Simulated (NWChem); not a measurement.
ZnNH$_{2}$Br; SMILES [NH2][Zn][Br]

```xyz
5

Zn     0.0020     0.8246    -0.0192
Br    -0.0006    -1.4125     0.0109
N     -0.0042     2.6388     0.1046
H     -0.8233     3.1105    -0.2728
H      0.8140     3.1185    -0.2647
```
Atoms are numbered in this order, from 1.

Program: NWChem. Medium grid unless said otherwise, to which SCAN and Minnesota functionals are sensitive. All runs use the structure optimised with PBE0/def2-SVP. Hybrids' shares of exact exchange are those that their runs print; pure functionals count as 0. The functionals differ in more than this share.

| row | share of exact exchange | orbital gap (eV) |
|---|---|---|
| PBE/def2-TZVP | 0.00 | 4.12 |
| M06-L/def2-TZVP | 0.00 | 4.79 |
| B3LYP/def2-TZVP | 0.20 | 5.76 |
| B3PW91/def2-TZVP | 0.20 | 5.96 |
| MN15/def2-TZVP | 0.44 | 7.77 |
| BHandHLYP/def2-TZVP | 0.50 | 8.28 |
| M05-2X/def2-TZVP | 0.56 | withheld |

Q: Fit a straight line of the last column on the one before it, predict the withheld value, and compare with the run.

A: 
1. Means of the 6 shown rows: x = 0.223, y = 6.113. Slope Σ(x − x̄)(y − ȳ)/Σ(x − x̄)² = 1.711/0.2243 = 7.627; intercept 4.410.
2. The shown rows scatter about the line by 0.209 (root mean square); the largest residual is +0.38, at M06-L/def2-TZVP.
3. At x = 0.56 (M05-2X/def2-TZVP; beyond the shown range) the line gives 8.68.
4. The run gives 8.70, +0.02 from the line, 0.1 times the scatter.
